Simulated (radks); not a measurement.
Spin polarisation of the 3d8 shell in neutral nickel. Start: [Ar] 3d(up 4, down 4) 4s2; electrons of 3d are moved from spin down to spin up, other shells keep equal spins. Method: scalar-relativistic Kohn-Sham, BLYP, spin-polarised, spherical densities, point nucleus; computed with a radial shooting solver on a logarithmic mesh with Libxc functionals.

| moment (Bohr magnetons) | E - E(0) (eV) | e(3d up) (eV) | e(3d down) (eV) | 4s down minus up (eV) |
|---|---|---|---|---|
| 0 | 0.000 | -8.779 | -8.779 | 0.000 |
| 0.5 | -0.061 | -9.016 | -8.530 | 0.076 |
| 1 | -0.243 | -9.241 | -8.269 | 0.152 |
| 1.5 | -0.547 | -9.453 | -7.997 | 0.228 |
| 2 | -0.971 | -9.651 | -7.714 | 0.304 |

At moment 2 the spin-polarisation energy is -0.971 eV and the 3d exchange splitting 1.936 eV, that is 0.968 eV per Bohr magneton; E = -I m^2/4 would give I = 0.971 eV.
